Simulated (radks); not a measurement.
Results of a calculation; reference values are marked as such.
The nuclear charge of the indium ion In+ is varied continuously with 48 electrons held in [Kr] 4d10 5s2. Level of theory: Dirac Kohn-Sham, PBEsol, spin-unpolarised, spherical densities, point nucleus (a radial shooting solver on a logarithmic mesh with Libxc functionals). By the Hellmann-Feynman theorem dE/dZ = E(electron-nucleus)/Z, the electronic potential at the nucleus.

Z = 48.5: E (hartree) -5735.85572; E(electron-nucleus)/Z (hartree) -286.908; HOMO 5s1/2; e(HOMO) (eV) -10.081; <r> HOMO (bohr) 2.648
Z = 49: E (hartree) -5880.33881; E(electron-nucleus)/Z (hartree) -291.024; HOMO 5s1/2; e(HOMO) (eV) -14.983; <r> HOMO (bohr) 2.471
Z = 49.5: E (hartree) -6026.88044; E(electron-nucleus)/Z (hartree) -295.143; HOMO 5s1/2; e(HOMO) (eV) -20.352; <r> HOMO (bohr) 2.328
Z = 50: E (hartree) -6175.48220; E(electron-nucleus)/Z (hartree) -299.265; HOMO 5s1/2; e(HOMO) (eV) -26.155; <r> HOMO (bohr) 2.208

The central difference of E at Z = 49 is -291.025 hartree, to compare with the third column; the second derivative is -8.23 hartree.
